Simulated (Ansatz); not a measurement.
Ansatz results at the PBE0-D4/def2-TZVP geometry: LUMO energy (PBE/def2-TZVPP) -1.87 eV; HOMO energy (PBE0/def2-TZVPP) -8.31 eV; size of the dipole moment (B3LYP/def2-TZVPP) 4.64 D.

Each molecule was computed in one conformer, which needn't be the lowest.

Question: Which molecule gave them?
A. `[SH2+][B-](Cl)(Cl)Cl`
B. `[OH][Ga-]([OH])([OH])[PH3+]`
C. `[CH3][InH-]([CH3])[SH2+]`
D. `[SH2+][Ga-]([Cl])([Cl])[Cl]`

Answer: A. The others give `[CH3][InH-]([CH3])[SH2+]`: -1.30, -6.83, 2.55; `[OH][Ga-]([OH])([OH])[PH3+]`: -0.98, -7.96, 3.13; `[SH2+][Ga-]([Cl])([Cl])[Cl]`: -2.08, -8.81, 4.71.

B3LYP here is the variant with VWN-RPA as its local correlation; programs differ in this.
